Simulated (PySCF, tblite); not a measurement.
Isomers of C4H10NSi (doublet state), one GFN2-xTB conformer each. Single-point energies are computed at B3LYP/pcH-1 (PySCF, gas phase, no added dispersion term), electronic only. GFN2-xTB treats the open shell by occupation alone, and not every SCF solution was tested for stability.

Question: Rank them by B3LYP/pcH-1 energy, lowest first (kJ/mol).
A. `[NH2:1][CH:2][CH:3]1[CH2:4][SiH2:5][CH2:6]1` (doublet state) with H–N1–C2–C3 -30° and -162°, N1–C2–C3–C4 142°, C2–C3–C4–Si5 136°, C3–C4–Si5–C6 -11°, C4–Si5–C6–C3 11°, C2–C3–C6–Si5 -136°
B. `[CH3:1]/[N:2]=[CH:3]\[Si:4]([CH3:5])[CH3:6]` (doublet state) with N2–C3–Si4–C5 -33°

Answer: B (0.0), A (62.4).

As drawn, the higher has a four-membered ring and an N–H bond, which the lower lacks. GFN2-xTB itself gives, in the same order: 0.0, 4.7. Both levels put the same isomer lowest.

Question: What happens when harmonic zero-point energies from GFN2-xTB frequencies are added?

Answer: 
| SMILES | ZPE (kJ/mol) | electronic (kJ/mol) | with ZPE (kJ/mol) |
| --- | --- | --- | --- |
| C/N=C\[Si](C)C | 341.6 | 0.0 | 0.0 |
| N[CH]C1C[SiH2]C1 | 334.6 | 62.4 | 55.4 |

The zero-point energies span 7.0 kJ/mol. The order is unchanged.

Question: As an exercise, what shares would exp(−E/RT) give at 2000 K from these electronic energies alone (no entropy, no degeneracies)?

Answer: RT = 16.629 kJ/mol: C/N=C\[Si](C)C 97.7 %, N[CH]C1C[SiH2]C1 2.3 %.
